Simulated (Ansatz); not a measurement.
`CC(C)[O][Mg][F]` + `[OH][Zr]([OH])([OH])[Cl]` → `CC(C)[O][Zr]([OH])([OH])[Cl]` + `[OH][Mg][F]`  (substitution at a C–O bond)

Isolated molecules relaxed with PBE0-D4/def2-TZVP in Ansatz; ΔE leaves out vibrations. CCSD(T)/CBS is the MP2 limit (def2-TZVPP, def2-QZVPP) plus CCSD(T) − MP2 in def2-TZVPP, frozen cores. DFT in def2-TZVPP. def2 core potentials past Kr. For Mg, Zr outer-core shells are correlated without core-valence functions, which leaves a few kJ/mol of doubt a bond. Each species was taken in one conformer, which may not be the lowest.

```csv
level,ΔE (kJ/mol)
r2SCAN0-D4,-14.3
BLYP,-12.1
r2SCAN,-13.3
MP2/def2-SVP,-17.6
```

(1) What does CCSD(T)/CBS give? (Estimate.)

Largest T1 diagnostic among the species: 0.016.

Answers

(1) Ansatz gave: -15.5 kJ/mol. The listed levels differ from it by 1.2, 3.4, 2.2, -2.1 kJ/mol.

Leaving LDA and LC-ωPBE aside and taking each functional with its dispersion term where it has one, the values, not all of them listed here, spread over 2.7 kJ/mol, from BLYP-D4 to B97M-V. The D4 term adds −4.5 kJ/mol with B3LYP and −3.2 kJ/mol with PBE0; it sums over pairs of atoms, weighted by their polarisabilities, and B3LYP, whose exchange is more repulsive, gets the larger term. In def2-TZVPP, CCSD(T) changes the Hartree–Fock value by −9.0 kJ/mol (the triples alone add −2.0 kJ/mol) and MP2 by −11.6 kJ/mol.

CCSD(T)/CBS has its own doubt, a few kJ/mol and more with outer-core shells, so smaller differences from it don't rank the levels.

B3LYP here is the variant with VWN-RPA as its local correlation; programs differ in this.
